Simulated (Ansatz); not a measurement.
Consider the formal exchange of groups at a B–Cl bond: `BBCl` + `C=N` → `BBC=N` + HCl.

Program: Ansatz. Geometries: PBE0-D4/def2-TZVP. ΔE: electronic, gas phase. CCSD(T)/CBS is the MP2 limit (def2-TZVPP, def2-QZVPP) plus CCSD(T) − MP2 in def2-TZVPP, frozen cores. This one scheme is used for every species. DFT in def2-TZVPP. B3LYP here is the variant with VWN-RPA as its local correlation; programs differ in this. Each species was taken in one conformer, which may not be the lowest.

`BBCl`:

Cartesian coordinates in Å:
```
B 0.260 0.490 -0.679
B -0.130 -0.573 0.526
Cl -1.176 -0.005 1.814
H 1.222 1.200 -0.604
H -0.412 0.596 -1.665
H 0.236 -1.709 0.609
```

`C=N`:

```xyz
5

C     0.059    0.172   -0.345
N    -0.651   -0.114    0.656
H     1.096   -0.154   -0.492
H    -0.371    0.788   -1.137
H    -0.133   -0.692    1.319
```

`BBC=N`:

Cartesian coordinates in Å:
```
B -1.546 -0.197 -0.243
B -0.042 -0.677 0.182
C 1.091 0.330 0.558
N 1.724 1.058 -0.274
H -2.435 -0.143 0.560
H -1.822 0.124 -1.365
H 0.254 -1.842 0.200
H 1.419 0.399 1.605
H 1.357 0.948 -1.223
```

HCl:

Z-matrix (Å, degrees):
```
Cl
H 1 1.279
```

| level | ΔE (kJ/mol) | difference from CCSD(T)/CBS |
| --- | --- | --- |
| LDA (SPW92) | 72.5 | -17.5 |
| BLYP-D4 | 80.1 | -9.9 |
| r2SCAN-D4 | 81.8 | -8.2 |
| PBE0-D4 | 84.6 | -5.4 |
| B3LYP-D4 | 85.2 | -4.8 |
| PBE | 79.5 | -10.5 |
| BLYP | 82.9 | -7.1 |
| RPA@PBE/def2-TZVPP | 95.5 | 5.5 |
| CCSD/def2-SVP | 102.9 | 12.9 |
| CCSD(T)/def2-SVP | 102.4 | 12.4 |
| HF/def2-TZVPP | 100.2 | 10.2 |
| MP2/def2-TZVPP | 94.9 | 4.9 |
| CCSD(T)/def2-TZVPP | 91.2 | 1.2 |
| HF/def2-QZVPP | 99.6 | 9.6 |
| SCS-MP2/def2-QZVPP | 94.7 | 4.7 |
| MP2/CBS(def2) | 93.8 | 3.8 |
| CCSD(T)/CBS | 90.0 | 0 |

Largest T1 diagnostic among the species: 0.015.

Leaving LDA and LC-ωPBE aside and taking each functional with its dispersion term where it has one, the values, not all of them listed here, spread over 13.7 kJ/mol, from revPBE-D4 to PBE-QIDH. LDA lies −7.0 kJ/mol from PBE without D4. In def2-TZVPP, CCSD(T) changes the Hartree–Fock value by −9.0 kJ/mol (the triples alone add −0.6 kJ/mol) and MP2 by −5.3 kJ/mol. At CCSD(T), def2-SVP lies +12.4 kJ/mol from the extrapolated value and def2-TZVPP +1.2 kJ/mol.
